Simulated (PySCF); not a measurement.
SiFCl2, SMILES F[Si](Cl)Cl, multiplicity 2. Coordinates come from a PBE-D3(BJ)/def2-SVP optimisation.

Computed with PySCF with PBE-D3(BJ)/def2-SVP.

Harmonic wavenumbers (cm⁻¹): 157, 216, 270, 490, 581, 869. Rotational constants (GHz): 4.761, 2.360, 1.670; symmetry number 1.

**Question.** Work out the zero-point energy and the ideal-gas rigid-rotor harmonic-oscillator thermochemistry at 298.15 K and 1 atm.

**Answer.** ZPE = ½ Σ hcν = ½ × 2583 cm⁻¹ = 3.69 kcal/mol. H − E(el) = 7.37 kcal/mol. Entropy in cal/(mol K): translation 40.21, rotation 27.24, vibration 7.51, spin 1.38, total 76.34. G − E(el) = -15.39 kcal/mol. Cp = 16.28 cal/(mol K).
